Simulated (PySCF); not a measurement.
**Electron correlation in S (sulfur, neutral)**

[Ne] 3s1 3p4 3d1, one real determinant (an excited configuration). Calculation: PySCF 2.14, in dyall-acv3z (19s12p6d4f, 113 functions); no relativity, point nucleus. Frozen: [Ne]; 6 electrons correlated; the 31 highest virtual orbitals of each spin left out.

```
  level  correlation energy (mhartree)
   CCSD                        -141.94
    (T)                         -12.24
CCSD(T)                        -154.18
```

Diagnostics: T1 = 0.020, D1 = 0.0611, largest double amplitude 0.189.

The real determinant used has ⟨L²⟩ near 8 against 12 for a pure F term, so it mixes terms. The outer electron is Rydberg-like, and this basis confines it to a smaller radius and binds it less than a complete one would. A double-excitation amplitude exceeds 0.15, a sign of near-degeneracy.

Cost of the coupled-cluster step: about 14 core-seconds, for 6 correlated electrons.

The reference is one real determinant that mixes LS terms of this configuration.
